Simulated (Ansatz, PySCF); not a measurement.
Species: sum formula SiNH₅, charge 0, multiplicity 1. 
Coordinates optimised at B3LYP-D3(BJ)/def2-TZVP (Ansatz, an electronic-structure program):
```
Si
N 1 1.7237
H 2 1.0079 1 120.20
H 2 1.0079 3 110.80 1 147.52
H 1 1.4811 2 107.87 3 -48.00
H 1 1.4811 5 110.61 2 117.76
H 1 1.4892 5 107.32 6 116.78
```
Charge 0, spin multiplicity 1.

Dipole moments at this geometry, in debye (magnitudes).

```tsv
level	program	dipole (D)
r2SCANh/def2-TZVPD	Ansatz	(withheld)
r2SCAN0/def2-TZVPD	Ansatz	1.26
M06-2X/def2-TZVPD	PySCF	1.17
HSE06/def2-TZVPD	Ansatz	1.25
CAM-B3LYP/def2-TZVPD	Ansatz	1.23
CCSD(T)/aug-cc-pV(D+d)Z	Ansatz	(withheld)
```

Question: What belongs in the gaps?

Answer: 
- r2SCANh/def2-TZVPD, dipole (D): 1.28
- CCSD(T)/aug-cc-pV(D+d)Z, dipole (D): 1.22
